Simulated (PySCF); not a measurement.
Isomers of C3H4S. All species are isolated molecules in the gas phase. One relaxed conformer stands for each flexible species; it need not be the lowest. Strings in code marks are SMILES.

The dipole moment from two functionals at the same geometries (PBE0-D3(BJ)/def2-TZVP), both in PySCF: PBE-D3(BJ)/def2-TZVP and M06-2X/def2-TZVP. 

| species | PBE-D3(BJ)/def2-TZVP (D) | M06-2X/def2-TZVP (D) |
|---|---|---|
| `CC#CS` | 1.30 | 1.34 |
| `C#CSC` | 1.60 | 1.61 |
| `C1CC1=S` | 2.46 | 2.46 |

Over these rows, drawn at random from the members with no instability flagged (it was tested for open shells, ions and some series alone), PBE minus M06-2X: mean -0.02 D, from -0.05 D to -0.01 D.
